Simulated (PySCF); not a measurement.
Cd(Br)(SiH3) (BrCdH₃Si), SMILES [SiH3][Cd][Br].

The structure is a stationary point at PBE0-D3(BJ)/def2-SVP. The structure was generated by enumeration; whether it is a known compound was not checked. The def2 effective core potentials stand for the cores of Cd; spin–orbit coupling is left out.

Two levels are set side by side: TDDFT-PBE/def2-SVPD (PySCF) and TDDFT-B3LYP/def2-SVPD (PySCF). Vertical, same geometry. The lowest singlet is HOMO−1→LUMO 100 % with PBE and HOMO−1→LUMO 98 % with the other functional; states are paired by order. Differences are taken from unrounded values.

| quantity | TDDFT-B3LYP | TDDFT-PBE | TDDFT-PBE minus TDDFT-B3LYP |
|---|---|---|---|
| lowest singlet excitation (eV) | 5.24 | 4.86 | -0.39 |
| lowest triplet excitation (TDA) (eV) | 4.82 | 4.60 | -0.22 |
| first bright state (f over 0.05) (eV) | 6.37 | 6.16 | -0.21 |
| its oscillator strength | 1.16 | 1.08 | -0.08 |

A lower first singlet is the usual sign of a functional without exact exchange. Differences between two approximate levels are no errors against the true value.

Rough cost on one machine, each run with all the roots and properties that it gave: TDDFT-B3LYP against TDDFT-PBE about 3 times.
